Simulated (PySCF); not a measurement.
A GIAO shielding run with PySCF (density fitting, non-relativistic, gas phase) on `ClC(C[C@](C)([SiH3])Cl)Cl`, C4H9Cl3Si:

```
$ OMP_NUM_THREADS=1 python probes_run.py task.json out

{"job": {"kind": "nmr", "xc": "PBE0", "basis": "pcSseg-1"}, "charge": 0, "multiplicity": 1}
C     -1.105390     1.597682    -0.136710
C     -0.220436     0.365699    -0.242270
Si    -1.275823    -1.232290    -0.469047
Cl     0.720088     0.519148    -1.782586
C      0.779755     0.384087     0.908841
C      1.787841    -0.747862     0.883504
Cl     1.042345    -2.269667     1.409598
Cl     3.150193    -0.384823     1.970168
H     -1.717705     1.530373     0.760593
H     -1.764701     1.672104    -0.997669
H     -0.508136     2.507630    -0.082720
H     -2.334446    -0.837506    -1.399667
H     -0.470805    -2.279879    -1.078337
H     -1.860243    -1.579340     0.823042
H      1.340375     1.324212     0.879099
H      0.227853     0.351547     1.851143
H      2.202235    -0.909085    -0.113613
```

Hardware: 1 thread of an Arm Neoverse N1, shared host. The job also computes population analyses, field gradients.

Task: How large is the calculation?

Result: 98 electrons, 209 basis functions and 1178 auxiliary functions.

Task: How long does it take, and how much memory does it need?

Result: 93 s of wall time, with 13 SCF cycles and 5 response iterations; peak memory 1 GiB. Times on a shared host scatter by some tens of per cent.
